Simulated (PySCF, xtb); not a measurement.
MgF, SMILES [F][Mg+], charge +1.

GFN2-xTB (xtb) at its own geometry gives an orbital gap of 1.84 eV.

Geometry optimised at PBE0-D3(BJ)/def2-TZVPD. The multiplicity is an assumed one; other spin states were not compared.

**Question.** What does r2SCAN/def2-TZVPD (PySCF) give? (An estimate is asked for; the answer gives what the named calculation found.)

**Answer.** gap 4.46 eV (levels -14.06 and -9.60 eV).
